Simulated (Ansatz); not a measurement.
Input file:

```yaml
crystal:
  periodic: [false, false, false]
  atoms:
    - { symbol: Si, position_ang: [-0.630456, 0.865288, -0.157814] }
    - { symbol: C, position_ang: [0.268392, -1.011015, 0.442181] }
    - { symbol: H, position_ang: [-1.194834, 0.87859, -1.525534] }
    - { symbol: H, position_ang: [-1.771793, 0.423336, 0.722721] }
    - { symbol: H, position_ang: [-0.067849, 2.053633, 0.520738] }
    - { symbol: H, position_ang: [0.812511, -0.222277, -0.338299] }
    - { symbol: Br, position_ang: [1.747993, 0.990843, -1.548249] }
    - { symbol: H, position_ang: [-0.574931, -1.621982, 0.098171] }
    - { symbol: H, position_ang: [1.19745, -1.585317, 0.274786] }
    - { symbol: H, position_ang: [0.213518, -0.770996, 1.511299] }
basis:
  gaussian: { orbitals: def2-SVP }
hamiltonian:
  xc: pbe0
  dispersion: d4
phonons: {}
```

Run as:

```bash
$ ansatz run input.yaml --threads 2 --pin off --max-ram 3072MiB --backend cpu --events-out ev --progress --plain --runs-dir out
```

Hardware: 2 threads of Arm Neoverse V1, with other jobs on the host.

Roughly how long does this run take, and how much memory?

110 s, with a peak of 0.21 GiB, for 0 ionic steps.
